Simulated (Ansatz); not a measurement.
Compare A (`O[SiH]1CS1`) with its isomer B (`S[SiH]1CO1`).

Isolated molecules relaxed with PBE0-D4/def2-TZVP in Ansatz; ΔE leaves out vibrations. CCSD(T)/CBS adds triple-zeta CCSD(T) − MP2 to the extrapolated MP2 energy (def2 sets, frozen cores). Functionals use def2-TZVPP. B3LYP here is the variant with VWN-RPA as its local correlation; programs differ in this. One conformer a species, not always the lowest.

A:

Z-matrix (Å, degrees):
```
Si
C 1 1.830
S 1 2.076 2 57.4
O 1 1.632 2 123.1 3 109.2
H 1 1.471 2 120.9 3 -109.0
H 2 1.086 1 121.5 3 103.7
H 2 1.086 1 120.4 3 -103.7
H 4 0.960 1 117.2 2 -45.2
```

B:

Z-matrix (Å, degrees):
```
Si
C 1 1.798
O 1 1.652 2 50.8
S 1 2.112 2 121.3 3 -104.9
H 1 1.476 2 124.3 3 98.3
H 2 1.088 1 121.5 3 99.2
H 2 1.088 1 122.9 3 -98.9
H 4 1.344 1 93.3 2 179.8
```

Question: Which is lower in electronic energy at CCSD(T)/CBS, and by how much? (Best estimate.)

Answer: The calculation gave: A, by 28.2 kcal/mol.

Question: Give E(B) − E(A) in kcal/mol with ωB97M-V, MP2/def2-TZVPP, CCSD/def2-TZVPP, B3LYP-D4, PBE-D4, HF/def2-TZVPP, B2PLYP. (Estimate.)

Answer: The calculation gave: ωB97M-V 27.2, MP2/def2-TZVPP 29.2, CCSD/def2-TZVPP 27.3, B3LYP-D4 26.3, PBE-D4 25.5, HF/def2-TZVPP 28.4, B2PLYP 27.1. None reverses the order clearly.

Question: Does the order hold for the free energy at 298.15 K (harmonic terms from PBE0-D4)? (Estimate.)

Answer: Ansatz gave: Yes: G(B) − G(A) = +26.2 kcal/mol, for one conformer each.

Largest T1 diagnostic: 0.013.

Leaving LDA and LC-ωPBE aside and taking each functional with its dispersion term where it has one, the values, not all of them listed here, spread over 4.3 kcal/mol, from BLYP-D4 to PBE-QIDH. LDA lies +1.2 kcal/mol from PBE without D4. From r2SCAN to r2SCAN0 (25 % exact exchange), in def2-TZVPP and without D4, E(B) − E(A) moves by +1.6 kcal/mol.
